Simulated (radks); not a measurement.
Q: Coherent X-ray form factor from a spherical all-electron density. All-electron calculation, Dirac Kohn-Sham, PBEsol, spin-unpolarised, spherical densities, point nucleus. Program: a radial shooting solver on a logarithmic mesh with Libxc functionals.

sin(theta)/lambda (1/angstrom),f0 (electrons)
0.05,71.766
0.1,68.772
0.15,65.182
0.2,61.583
0.25,58.093
0.3,54.718
0.4,48.416
0.5,42.896
0.6,38.175
0.8,30.640
1,25.047
1.25,20.254
1.5,17.253
2,13.672

The species is in the configuration that NIST lists as its ground one. Which atom or ion scatters so?

A: Neutral tantalum, [Xe] 4f14 5d3 6s2. Extrapolating in s^2 from the first two rows gives f0(0) = 72.8, near the electron count 73; among species with that count, the fall with angle is slower the higher Z, and the table is that of Z = 73; from so few rows the species is fixed only to a neighbour or two.
